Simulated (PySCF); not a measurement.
CrO2F2, SMILES [F][Cr](=[O])(=[O])[F], multiplicity 1. Atoms are numbered in the order given.

```xyz
5

Cr     0.0000     0.0000     0.0521
O      0.0000    -1.2470     0.9529
O      0.0000     1.2470     0.9529
F     -1.3910     0.0000    -0.9165
F      1.3910     0.0000    -0.9165
```

Coordinates come from a B3LYP-D3(BJ)/def2-SVP optimisation. The spin state was assumed, not searched. The isomer is the one that the SMILES or the coordinates give; other isomers of the formula were not compared.

Two levels are set side by side: PBE/pcSseg-1 (PySCF) and B3LYP/pcSseg-1 (PySCF). GIAO shifts against CFCl3 (¹⁹F), H2O (¹⁷O) at the same level; non-relativistic, no solvent, atoms listed together averaged. Differences are taken from unrounded values.

```json
[
 {"quantity": "δ(¹⁷O) of O2, O3 (ppm)", "B3LYP": "1616.9"},
 {"quantity": "δ(¹⁹F) of F4, F5 (ppm)", "B3LYP": "262.5"}
]
```

**Question.** What does PBE give, and how far is it from B3LYP? (Estimate from the structure and the level; the computed values follow.)

**Answer.** 
```csv
quantity,PBE,PBE minus B3LYP
"δ(¹⁷O) of O2, O3 (ppm)",1296.4,-320.5
"δ(¹⁹F) of F4, F5 (ppm)",253.7,-8.8
```

Rough cost on one machine, each run with all the roots and properties that it gave: B3LYP against PBE within a factor of 2.
